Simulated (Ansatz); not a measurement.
Cost and result up the ladder for the cluster MgB6 (7 atoms). Charge 0, multiplicity 1. Geometry: PBE0-D4/def2-SVP.

```xyz
7

Mg   -1.489   -0.730   -0.305
B    -0.718   -0.728    1.790
B     0.930    0.787   -2.192
B     0.703    0.469   -0.672
B     0.279    0.162    2.488
B     0.479    0.255    0.933
B    -0.184   -0.216   -2.042
```

Ansatz on 4 threads of Intel Xeon on a shared host. Times are rough, and most runs start from the orbitals of an earlier one. No level here is sound enough to serve as a yardstick. Binding counts from free atoms at the same level (Mg singlet, B doublet; other spins of the atoms weren't run), without zero-point energy or a counterpoise term.

Correlated methods freeze 7 core orbitals; core or outer-core shells of Mg are correlated, in sets that lack core-valence functions. Another isomer (singlet) lies 1.91 eV lower at PBE0-D4/def2-TZVP; other spin states weren't run for this one.

Run but left out: HF/def2-TZVP (restricted singlet, unstable in another Hartree–Fock run and untested here).

Correlated methods converge slowly with the basis.

```csv
level,functions,wall time,binding energy per atom (eV),remarks
PBE-D4/def2-TZVP (with forces),218,2.5 s,3.70,restricted SCF unstable in HF
PBE0-D4/def2-TZVP,218,2.9 s,3.50,restricted SCF unstable in HF
r2SCAN-D4/def2-TZVP,218,3.3 s,3.58,restricted SCF unstable in HF
CAM-B3LYP-D4/def2-TZVP,218,8.5 s,3.21,restricted SCF unstable in HF
CCSD(T)/def2-TZVPP,218,2.2 min,3.23,"large T1 (0.101), restricted SCF unstable"
```
